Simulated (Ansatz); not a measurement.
Born–Oppenheimer molecular dynamics of CH2BBrSi (6 atoms, charge 0, multiplicity 1). It starts at the highest image of a converged band, a first-order saddle point between two minima.

All numbers below come from RHF/def2-SVP (Ansatz).

- ensemble: NVE (velocity Verlet)
- time step: 0.5 fs
- steps asked: 200
- starting velocities drawn for: 100 K
- seed: 9722

Frames 1 fs apart, positions in Å, forces in eV/Å.

Velocities at 70.0 fs (Å/ps):

```
B -17.35 1.06 -5.50
C 16.00 9.07 -10.82
Si 6.50 -2.38 8.01
Br -1.33 -0.75 -0.45
H -7.51 -27.93 -10.54
H -72.83 34.10 11.05
```

```xyz
6
Properties=species:S:1:pos:R:3:forces:R:3 time_fs=70.0 energy_less_start_eV=-0.989 T=2006
B 0.468 -2.091 1.055 -1.19 -2.50 0.84
C 0.821 -0.756 0.681 0.18 1.98 0.90
Si -0.082 0.352 -0.273 0.39 -0.77 -2.61
Br -2.117 0.771 -1.201 0.34 -0.43 1.31
H 0.569 0.541 -1.580 0.51 1.10 0.39
H 1.818 -0.660 1.158 -0.23 0.62 -0.83
6
Properties=species:S:1:pos:R:3:forces:R:3 time_fs=71.0 energy_less_start_eV=-0.909 T=1853
B 0.450 -2.091 1.050 -1.03 -1.84 0.62
C 0.837 -0.746 0.671 -2.03 0.74 0.31
Si -0.075 0.349 -0.265 0.12 -0.48 -3.09
Br -2.119 0.770 -1.202 0.39 -0.44 1.35
H 0.564 0.518 -1.589 0.45 1.13 0.47
H 1.747 -0.623 1.166 2.09 0.88 0.34
6
Properties=species:S:1:pos:R:3:forces:R:3 time_fs=72.0 energy_less_start_eV=-0.753 T=1559
B 0.431 -2.093 1.046 -0.79 -1.16 0.42
C 0.851 -0.736 0.661 -3.73 -0.61 -0.27
Si -0.069 0.346 -0.259 -0.19 -0.14 -3.55
Br -2.120 0.769 -1.202 0.44 -0.45 1.37
H 0.563 0.507 -1.593 0.40 1.16 0.53
H 1.696 -0.577 1.178 3.88 1.20 1.51
6
Properties=species:S:1:pos:R:3:forces:R:3 time_fs=73.0 energy_less_start_eV=-0.741 T=1534
B 0.412 -2.096 1.041 -0.51 -0.52 0.25
C 0.863 -0.726 0.650 -3.28 -1.60 0.32
Si -0.062 0.344 -0.253 -0.57 0.24 -3.99
Br -2.121 0.768 -1.202 0.49 -0.47 1.37
H 0.566 0.506 -1.592 0.36 1.19 0.54
H 1.680 -0.520 1.203 3.51 1.16 1.50
6
Properties=species:S:1:pos:R:3:forces:R:3 time_fs=74.0 energy_less_start_eV=-0.830 T=1700
B 0.392 -2.099 1.037 -0.23 0.03 0.13
C 0.872 -0.718 0.640 -1.19 -1.97 2.08
Si -0.056 0.341 -0.249 -0.97 0.66 -4.37
Br -2.122 0.767 -1.202 0.55 -0.49 1.37
H 0.573 0.517 -1.586 0.33 1.21 0.53
H 1.697 -0.452 1.242 1.51 0.54 0.26
6
Properties=species:S:1:pos:R:3:forces:R:3 time_fs=75.0 energy_less_start_eV=-0.815 T=1671
B 0.371 -2.102 1.034 0.04 0.50 0.05
C 0.879 -0.710 0.632 0.74 -2.02 3.81
Si -0.050 0.339 -0.247 -1.33 1.06 -4.62
Br -2.123 0.766 -1.202 0.60 -0.51 1.36
H 0.582 0.539 -1.575 0.32 1.23 0.48
H 1.728 -0.379 1.283 -0.38 -0.26 -1.08
6
Properties=species:S:1:pos:R:3:forces:R:3 time_fs=76.0 energy_less_start_eV=-0.709 T=1471
B 0.351 -2.105 1.030 0.28 0.88 -0.01
C 0.888 -0.705 0.626 1.80 -2.02 4.88
Si -0.044 0.337 -0.246 -1.58 1.35 -4.72
Br -2.124 0.765 -1.201 0.66 -0.54 1.35
H 0.595 0.573 -1.559 0.32 1.23 0.41
H 1.756 -0.308 1.315 -1.48 -0.91 -1.91
6
Properties=species:S:1:pos:R:3:forces:R:3 time_fs=77.0 energy_less_start_eV=-0.644 T=1348
B 0.332 -2.107 1.026 0.49 1.18 -0.05
C 0.898 -0.701 0.625 2.07 -2.01 5.26
Si -0.039 0.335 -0.247 -1.70 1.51 -4.65
Br -2.125 0.764 -1.200 0.73 -0.58 1.32
H 0.611 0.619 -1.539 0.31 1.22 0.36
H 1.771 -0.246 1.328 -1.91 -1.33 -2.24
6
Properties=species:S:1:pos:R:3:forces:R:3 time_fs=78.0 energy_less_start_eV=-0.702 T=1461
B 0.312 -2.107 1.022 0.68 1.42 -0.09
C 0.909 -0.699 0.627 1.76 -1.96 5.09
Si -0.035 0.334 -0.249 -1.67 1.52 -4.43
Br -2.126 0.763 -1.200 0.81 -0.63 1.29
H 0.629 0.676 -1.516 0.29 1.18 0.34
H 1.767 -0.197 1.320 -1.87 -1.53 -2.20
6
Properties=species:S:1:pos:R:3:forces:R:3 time_fs=79.0 energy_less_start_eV=-0.882 T=1805
B 0.293 -2.107 1.018 0.84 1.61 -0.11
C 0.922 -0.698 0.634 0.91 -1.95 4.40
Si -0.031 0.334 -0.253 -1.49 1.40 -4.12
Br -2.127 0.762 -1.199 0.90 -0.67 1.25
H 0.651 0.745 -1.490 0.24 1.10 0.38
H 1.746 -0.162 1.291 -1.39 -1.48 -1.81
6
Properties=species:S:1:pos:R:3:forces:R:3 time_fs=80.0 energy_less_start_eV=-1.099 T=2221
B 0.275 -2.105 1.014 0.98 1.75 -0.12
C 0.935 -0.699 0.644 -0.54 -2.18 3.18
Si -0.028 0.334 -0.259 -1.21 1.21 -3.77
Br -2.127 0.760 -1.198 0.99 -0.72 1.21
H 0.674 0.824 -1.460 0.14 0.96 0.50
H 1.712 -0.141 1.246 -0.37 -1.03 -1.00
6
Properties=species:S:1:pos:R:3:forces:R:3 time_fs=81.0 energy_less_start_eV=-1.228 T=2468
B 0.258 -2.102 1.010 1.12 1.87 -0.12
C 0.949 -0.702 0.657 -2.58 -2.84 1.49
Si -0.025 0.334 -0.265 -0.87 1.00 -3.40
Br -2.128 0.759 -1.196 1.09 -0.76 1.16
H 0.700 0.913 -1.425 0.01 0.76 0.67
H 1.675 -0.129 1.190 1.23 -0.03 0.20
```

Of the whole run (100 fs, mean temperature of the second half 2516 K): The conserved energy stayed within 0.65 meV per atom of its start (net change -0.14 meV per atom), so the integration is sound. The system heated up, since it started high on the potential surface and ran downhill. A run of 0.1 ps of so small a system gives no equilibrium averages. The orbitals stay closed-shell, which can raise the energy where a bond breaks towards radicals; this wasn't checked here.

Time of the run: 6.2 min on 1 thread of Arm Neoverse V1, on a shared host, peak memory 0.18 GiB.
